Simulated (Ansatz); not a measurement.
`C=C[C](=C)[AlH2]`. Charge 0, multiplicity 1. The structure was optimised at the PBE0-D4/def2-TZVP level. It is one conformer, not always the lowest.

```xyz
12

C    -0.231   -2.014   -0.215
C     0.618   -1.035    0.096
C     0.293    0.388    0.110
C     1.244    1.279    0.441
Al   -1.445    1.167   -0.314
H    -1.261   -1.809   -0.489
H     0.077   -3.053   -0.207
H     1.643   -1.299    0.363
H     2.258    0.972    0.700
H     1.051    2.347    0.466
H    -2.715    0.308   -0.726
H    -1.533    2.749   -0.225
```

Question: What is the dipole moment at ωB97M-V/def2-TZVPP? (Best estimate.)

Answer: The calculation gave: 0.70 D, with components (0.63, -0.24, 0.16) D in this frame, pointing from negative to positive charge.

Question: And with PBE, r2SCAN, B3LYP? (Estimate.)

Answer: The calculation gave: PBE 0.75 D, r2SCAN 0.75 D, B3LYP 0.70 D.

Question: Give the Mulliken charges with ωB97M-V, PBE, r2SCAN in def2-TZVPP. (An estimate is asked.)

Answer: The calculation gave: 
| atom | ωB97M-V | PBE | r2SCAN |
| --- | --- | --- | --- |
| C1 | -0.23 | -0.18 | -0.18 |
| C2 | -0.07 | -0.11 | -0.08 |
| C3 | -0.14 | -0.04 | -0.15 |
| C4 | -0.22 | -0.19 | -0.14 |
| Al5 | 0.40 | 0.33 | 0.49 |
| H6 | 0.09 | 0.08 | 0.08 |
| H7 | 0.10 | 0.10 | 0.09 |
| H8 | 0.09 | 0.07 | 0.06 |
| H9 | 0.09 | 0.07 | 0.06 |
| H10 | 0.11 | 0.10 | 0.09 |
| H11 | -0.11 | -0.12 | -0.16 |
| H12 | -0.11 | -0.12 | -0.15 |

B3LYP here is the variant with VWN-RPA as its local correlation; programs differ in this.

Results of the Gaussian-basis code of Ansatz.
